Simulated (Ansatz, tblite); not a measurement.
Cost and result up the ladder for Al₉P₁₀H₂₆⁺, a nanocrystal cut from wurtzite AlP (hydrogen-capped) (45 atoms). Charge 1, multiplicity 1. Geometry: PBE-D4/def2-SVP.

| atom | x (Å) | y (Å) | z (Å) |
| --- | --- | --- | --- |
| P1 | 2.8800 | -0.8290 | -2.7745 |
| Al2 | 3.6414 | 1.5465 | -2.8852 |
| P3 | 0.1354 | -3.5861 | -1.7880 |
| Al4 | -0.0920 | -4.8768 | 0.2841 |
| Al5 | 0.7952 | -1.2764 | -1.7066 |
| P6 | 1.1007 | -0.6251 | 0.5595 |
| P7 | 1.8753 | 2.4539 | -1.4635 |
| Al8 | 1.9327 | 1.6648 | 0.7957 |
| P9 | -1.4695 | -3.3569 | 1.6269 |
| Al10 | -0.8661 | -1.0393 | 1.8294 |
| P11 | -0.3325 | -0.3695 | 4.0550 |
| P12 | 0.2049 | 2.6927 | 2.0948 |
| Al13 | 0.2082 | 2.0368 | 4.4472 |
| P14 | -0.9166 | 0.1360 | -2.4929 |
| Al15 | -0.2172 | 2.4440 | -2.6065 |
| Al16 | -2.8634 | -0.7096 | -1.2980 |
| P17 | -2.4907 | 0.3606 | 0.8582 |
| P18 | -1.7509 | 3.4991 | -1.0561 |
| Al19 | -2.0116 | 2.6998 | 1.2158 |
| H20 | 3.8384 | -1.6953 | -2.1615 |
| H21 | 2.8262 | -1.4299 | -4.0706 |
| H22 | 5.0379 | 1.5762 | -2.1148 |
| H23 | 3.3373 | 1.9533 | -4.3997 |
| H24 | 1.1538 | -4.2534 | -2.5426 |
| H25 | -0.9530 | -3.7143 | -2.7024 |
| H26 | 1.3520 | -4.6698 | 0.9486 |
| H27 | -0.8739 | -6.2340 | 0.0083 |
| H28 | 2.0967 | -1.5095 | 1.0864 |
| H29 | 2.2128 | 3.8435 | -1.3527 |
| H30 | 3.3736 | 1.6549 | 1.4721 |
| H31 | -1.4315 | -3.8843 | 2.9582 |
| H32 | -2.8735 | -3.4399 | 1.3842 |
| H33 | 0.6975 | -1.2534 | 4.5051 |
| H34 | -1.3997 | -0.8174 | 4.8942 |
| H35 | 0.5771 | 4.0774 | 2.1313 |
| H36 | 1.6984 | 2.0414 | 5.0165 |
| H37 | -1.1178 | 2.5993 | 5.1380 |
| H38 | -1.0916 | -0.2837 | -3.8517 |
| H39 | -0.2704 | 3.0557 | -4.0728 |
| H40 | -2.4552 | -2.2529 | -1.0019 |
| H41 | -4.2393 | -0.2758 | -1.9732 |
| H42 | -3.6666 | 0.0842 | 1.6289 |
| H43 | -1.4146 | 4.8884 | -0.9919 |
| H44 | -3.0397 | 3.6096 | -1.6684 |
| H45 | -3.1382 | 3.4639 | 2.0369 |

Ansatz on 2 threads of AMD EPYC 7R13 on a shared host and a share (18 GiB) of an NVIDIA H100 80GB HBM3; xTB runs through tblite on one thread. Times are rough, summed over both states, and most runs start from the orbitals of an earlier one. PBE0-D4/def2-TZVP serves as the yardstick here, not as an exact answer. The other state is a triplet.

The xTB rows come from tblite. Single mean-field runs in def2-TZVP are fitted with def2-universal-jkfit. HOMO above LUMO, or a gap near zero within one spin, warns that the state may not be the lowest or that an electron is smeared out.

xTB has no spin-polarisation term.

```csv
level,functions,wall time,vertical triplet (eV),difference from PBE0-D4/def2-TZVP (eV),remarks
GFN2-xTB,197,0.78 s,3.13,-1.47,–
GFN1-xTB,223,0.88 s,3.74,-0.86,–
PBE-D4/def2-TZVP,859,22 s,3.88,-0.71,gap within one spin near zero (triplet)
PBE0-D4/def2-TZVP (with forces),859,37 s,4.60,0.00,–
```
